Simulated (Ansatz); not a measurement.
The cluster Mo₂O₄⁻, relaxed as a quartet with UKS r2SCAN-D4/def2-SVPD in Ansatz, starting from the r2SCAN-D4/def2-SVPD geometry of the charge -1 doublet. Force threshold 0.02 eV/Å.

In the def2 sets Mo takes a core potential; there is no spin–orbit coupling. The charge -1 quartet is spin-contaminated (final ⟨S²⟩ up to 3.92, 3.75 for a pure state). The relaxation made no stability test and no search for a lower SCF solution. The structure comes from a short search, and lower isomers may exist.

Start:

```xyz
6

Mo    0.579   -0.811   -0.245
Mo   -1.383    1.079    0.148
O    -1.190    2.014    1.568
O    -0.226    0.705   -1.271
O     0.078   -2.416   -0.646
O     2.142   -0.570    0.446
```

Estimate the energy that the relaxation releases and the steps that it takes.

7.2 kJ/mol, in 11 steps; 55 s on 4 threads of Arm Neoverse V2 on a shared host. No frequencies were taken in this run, so the end may be a saddle point.

Does the start keep its bonding?

By distances, no bond broke or formed. The bond that changes most is Mo1–O4, from 2.00 to 1.92 Å (atoms count from 1).

Predict the relaxed structure.


```xyz
6

Mo    0.6669   -0.8193   -0.4261
Mo   -1.3781    1.0948    0.2120
O    -1.2408    2.0980    1.5882
O    -0.2404    0.6620   -1.2491
O     0.0878   -2.4326   -0.6251
O     2.1046   -0.6029    0.5001
```
Bond lengths (bridged metal pairs left out): 5 × Mo–O 1.71 to 1.92 Å.
